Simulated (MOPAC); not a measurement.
MOPAC input (PM3):

```
PM3 1SCF CHARGE=1 GEO-OK AUX(PRECISION=9) THREADS=1
BO

B    -0.00000000 1   -0.00000000 1   -0.73134743 1
O     0.00000000 1    0.00000000 1    0.45709214 1
```

Output:

```
 *******************************************************************************
 **                                                                           **
 **                              MOPAC v23.2.5                                **
 **                                                                           **
 *******************************************************************************
 ** MOPAC's Digital Object Identifier: https://doi.org/10.5281/zenodo.6511958 **
 **                                                                           **
 ** Please cite the open-source release paper for use of this MOPAC version:  **
 ** J. E. Moussa and J. J. P. Stewart (2026)                                  **
 ** MOPAC: An open-source semiempirical molecular orbital program             **
 ** J. Open Source Softw., 11(119), 8025, https://doi.org/10.21105/joss.08025 **
 *******************************************************************************

                              PM3 CALCULATION RESULTS

 *******************************************************************************
 *  PM3        - The PM3 Hamiltonian to be used
 *  GEO-OK     - OVERRIDE INTERATOMIC DISTANCE AND OTHER SAFETY CHECKS
 *
 *
 *
 *                 CHARGE ON SYSTEM = +1
 *
 *
 *
 *  1SCF       - DO 1 SCF AND THEN STOP
 *  AUX        - OUTPUT AUXILIARY INFORMATION
 *******************************************************************************
PM3 1SCF CHARGE=1 GEO-OK AUX(PRECISION=9) THREADS=1
 BO

   ATOM   CHEMICAL          X               Y               Z
  NUMBER   SYMBOL      (ANGSTROMS)     (ANGSTROMS)     (ANGSTROMS)

     1       B         -0.00000000  *  -0.00000000  *  -0.73134743  *
     2       O          0.00000000  *   0.00000000  *   0.45709214  *

          CARTESIAN COORDINATES

    NO.       ATOM           X           Y           Z

     1         B         -0.0000     -0.0000     -0.7313
     2         O          0.0000      0.0000      0.4571

  B: (PM3): J. J. P. STEWART, J. MOL. MOD., 10, 155-164 (2004)
  O: (PM3): J. J. P. STEWART, J. COMP. CHEM. 10, 209 (1989).

           Empirical Formula: O B  =     2 atoms

      MOLECULAR POINT GROUP   :   C*v

      RHF CALCULATION, NO. OF DOUBLY OCCUPIED LEVELS = 4

 -------------------------------------------------------------------------------
 PM3 1SCF CHARGE=1 GEO-OK AUX(PRECISION=9) THREADS=1
 BO

     1SCF WAS SPECIFIED, SO BFGS WAS NOT USED
     SCF FIELD WAS ACHIEVED

                              PM3 CALCULATION
                                                       MOPAC v23.2.5 Linux

          FINAL HEAT OF FORMATION =        302.21424 KCAL/MOL =    1264.46438 KJ/MOL

          COSMO AREA              =         60.03 SQUARE ANGSTROMS
          COSMO VOLUME            =         42.65 CUBIC ANGSTROMS

          IONIZATION POTENTIAL    =         25.691007 EV
          HOMO LUMO ENERGIES (EV) =        -25.691-13.093
          NO. OF FILLED LEVELS    =          4
          MOLECULAR WEIGHT        =         26.8094         POINT GROUP:  C*v

          MOLECULAR DIMENSIONS (Angstroms)

            Atom       Atom       Distance
            O     2    B     1     1.18844
            O     2    B     1     0.00000
            B     1    O     2     0.00000

          SCF CALCULATIONS        =          1

   ATOM   CHEMICAL          X               Y               Z
  NUMBER   SYMBOL      (ANGSTROMS)     (ANGSTROMS)     (ANGSTROMS)

     1       B         -0.00000000  *  -0.00000000  *  -0.73134743  *
     2       O          0.00000000  *   0.00000000  *   0.45709214  *

                             CARTESIAN COORDINATES

   1    B       -0.000000000    -0.000000000    -0.731347430
   2    O        0.000000000     0.000000000     0.457092140

           Empirical Formula: O B  =     2 atoms

      MOLECULAR POINT GROUP   :   C*v

                  EIGENVALUES
 -48.62954 -29.76119 -25.69101 -25.69101 -13.09290  -8.06880  -8.06880  -5.63905

              NET ATOMIC CHARGES AND DIPOLE CONTRIBUTIONS

  ATOM NO.   TYPE          CHARGE      No. of ELECS.   s-Pop       p-Pop
    1          B           0.486502        2.5135     1.33299     1.18051
    2          O           0.513498        5.4865     1.73670     3.74980
 DIPOLE           X         Y         Z       TOTAL
 POINT-CHG.     0.000     0.000    -0.475     0.475
 HYBRID         0.000     0.000    -1.078     1.078
 SUM            0.000     0.000    -1.553     1.553

          ATOMIC ORBITAL ELECTRON POPULATIONS

     Atom    s        px        py        pz
    1  B   1.33299   0.46547   0.46547   0.24956
    2  O   1.73670   1.53453   1.53453   0.68075

 **********************
 *                    *
 * JOB ENDED NORMALLY *
 *                    *
 **********************

 == MOPAC DONE ==
```

The dipole moment of an ion depends on the origin.
